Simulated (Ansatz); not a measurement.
C$_{2}$H$_{4}$AlNSe, SMILES `C1=[N][AlH][CH2][Se]1`. Charge 0, multiplicity 1. Geometry: relaxed with PBE0-D4/def2-TZVP.

```xyz
9

C    -1.479    0.300   -0.793
N    -0.515    0.266   -1.598
Al    1.057   -0.054   -0.744
C     0.558   -0.217    1.151
Se   -1.364    0.047    1.140
H    -2.520    0.479   -1.093
H     2.470   -0.163   -1.435
H     0.778   -1.197    1.580
H     1.015    0.540    1.793
```

(1) What is the dipole moment at PBE/def2-TZVPP? (Estimate.)

(2) And with r2SCAN, B3LYP, ωB97M-V? (Best estimate.)

(3) Give the Mulliken charges with PBE, B3LYP, r2SCAN in def2-TZVPP. (Estimate.)

Answers

(1) The calculation gave: 1.54 D, with components (1.15, -0.28, 0.99) D in this frame, pointing from negative to positive charge.

(2) Computed: r2SCAN 1.59 D, B3LYP 1.59 D, ωB97M-V 1.57 D.

(3) The calculation gave: 
```csv
atom,PBE,B3LYP,r2SCAN
C1,-0.04,-0.05,0.06
N2,-0.26,-0.31,-0.40
Al3,0.42,0.51,0.56
C4,-0.38,-0.41,-0.38
Se5,0.01,0.03,0.00
H6,0.09,0.10,0.07
H7,-0.09,-0.11,-0.12
H8,0.13,0.13,0.11
H9,0.13,0.13,0.11
```

B3LYP here is the variant with VWN-RPA as its local correlation; programs differ in this.
